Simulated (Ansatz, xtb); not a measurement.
# Worked example: BH(CH3)(OH) + SiH3I → BH(CH3)(SiH3) + HOI

Species: BH(CH3)(OH), singlet; SiH3I `[SiH3]I`, singlet; BH(CH3)(SiH3), singlet; HOI (hypoiodous acid) `OI`, singlet. The partners trade OH for SiH3: B–OH and I–SiH3 bonds give way to B–SiH3 and I–OH.

Shapes, held fixed at every level: PBE0-D4/def2-TZVP. Flexible molecules stand in one conformer, not always the lowest. Programs: Ansatz 0.2.0, xtb 6.7.1. The zero-point and thermal change to 298 K, harmonic and unscaled (PBE0-D4/def2-TZVP), is -8.9 kJ/mol.

At CCSD(T)/def2-TZVPP; 1 Eh = 2625.50 kJ/mol:

```
      species  energy (Eh)
  BH(CH3)(OH)  -141.011734
        SiH3I  -588.021398
BH(CH3)(SiH3)  -356.045396
          HOI  -372.835641
```

Problem. Work out ΔH(298 K) of the reaction at this level.

Solution. 
1. Products less reactants: (-356.045396) + (-372.835641) − [(-141.011734) + (-588.021398)] = 0.152095 Eh = +399.3 kJ/mol.
2. With the thermal change: +399.3 + (-8.9) = +390.4 kJ/mol.

Other levels give +368.3 (PBE-D4/def2-TZVPP) to +441.3 kJ/mol (HF/def2-SVP). No measured value is set beside it here. For atoms past krypton def2 sets carry core potentials with scalar relativity. Correlated rows may include outer-core shells of I, which these sets cover unevenly.
